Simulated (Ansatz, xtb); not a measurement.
Diatomic SeS+, multiplicity 2 (lowest of 2S+1 = 2, 4 at CCSD(T)/def2-TZVPP on PBE0 minima; our sources give no spin for the ground state, which may be another). No spin–orbit coupling. Se is treated without relativity. The T1 diagnostic near the minimum is 0.061, so single-reference values are doubtful.

The constants come from a fifth-degree fit in 1/R (seven points, main isotopes). Runs in def2 and cc sets follow the lowest solution found near the PBE0 minimum.

Programs: Ansatz (a program for electronic structure) with Gaussian orbitals; xtb for the GFN methods.  The GFN methods have no spin term and hold the electronic entropy of 300 K.

```csv
level,r_e (Å),ω_e (cm⁻¹),ω_e x_e (cm⁻¹)
GFN1-xTB,1.977,643,1.8
GFN2-xTB,1.978,596,2.2
SVWN5/def2-TZVPP,1.965,628,1.8
PBE/def2-TZVPP,1.983,611,1.8
BHLYP/def2-TZVPP,1.939,…,1.8
CAM-B3LYP/def2-TZVPP,1.945,673,1.7
wB97X-V/def2-TZVPP,1.936,698,1.6
wB97M-V/def2-TZVPP,…,…,1.6
```

**Question.** Complete the blanks.

**Answer.** 
- wB97M-V/def2-TZVPP, r_e (Å): 1.942
- wB97M-V/def2-TZVPP, ω_e (cm⁻¹): 684
- BHLYP/def2-TZVPP, ω_e (cm⁻¹): 686
